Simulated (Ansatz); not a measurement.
`CBCCF`, charge 0, multiplicity 1.

Give a relaxed structure at PBE0-D4/def2-TZVP (Ansatz). (An estimate is asked.)

Computed: 
```xyz
13

C     1.678    0.496   -0.267
B     0.214    1.014   -0.390
C    -1.072    0.204   -0.022
C    -0.889   -1.179    0.538
F    -2.116   -1.770    0.807
H     2.002    0.264   -1.294
H     1.827   -0.406    0.329
H     2.367    1.275    0.071
H     0.041    2.114   -0.843
H    -1.704    0.163   -0.921
H    -1.656    0.818    0.679
H    -0.364   -1.833   -0.166
H    -0.328   -1.162    1.478
```
This is one stationary point; other conformers may exist.
